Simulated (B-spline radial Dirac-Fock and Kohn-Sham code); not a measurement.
# Auger decay of the 2p1/2 hole in Tc⁴⁺

System: technetium as Tc⁴⁺, configuration [Kr] 4d3, inside a Watson sphere of charge -4 and radius 3 Å (a model of the Madelung potential; inside it an electron's potential energy is raised by 19.2 eV).

Input of the calculation (task.json; shells as n, l, electrons):

```json
{"items": [{
  "Z": 43,
  "q": 4,
  "cfg": [[1, 0, 2], [2, 0, 2], [2, 1, 6], [3, 0, 2], [3, 1, 6], [3, 2, 10], [4, 0, 2], [4, 1, 6], [4, 2, 3]],
  "A": 97,
  "rrms": 4.4112,
  "watson": [-4, 3.0],
  "do": ["binding", "quiet", "decay"],
  "holes": ["K", "L1", "L2", "L3", "M1", "M2", "M3", "M4", "M5", "N1", "N2", "N3"]
}]}
```

Command: `python xray_run.py task.json out`

Method: independent-particle radiative and Coulomb Auger rates from relativistic LDA hole-state orbitals, with Dirac-Fock energies. Computed with a radial B-spline solver. Kinetic energies are configuration averages from the vacuum level; the two-hole energies are estimated from single-hole states.

```
transition  kinetic energy (eV)  width (meV)  share (%)
   L2-L3N2                11.32          118        6.5
   L2-L3N3                15.02         43.3        2.4
   L2-M1M2               1719.1         60.5        3.4
   L2-M2M2               1810.5         56.7        3.1
   L2-M2M3               1833.9          190       10.6
   L2-M2M5               2008.5          178        9.9
   L2-M2M4               2009.0         97.8        5.4
   L2-M3M4               2025.6          127        7.0
   L2-M4M4               2197.1          110        6.1
   L2-M4M5               2200.2          488       27.1
```

The listed channels hold 82 % of the non-radiative rate. Summed by principal shells, of 1.80 eV in all: LMM 76.1 %, LLN 12.2 %, LMN 11.2 %, LNN 0.5 %.
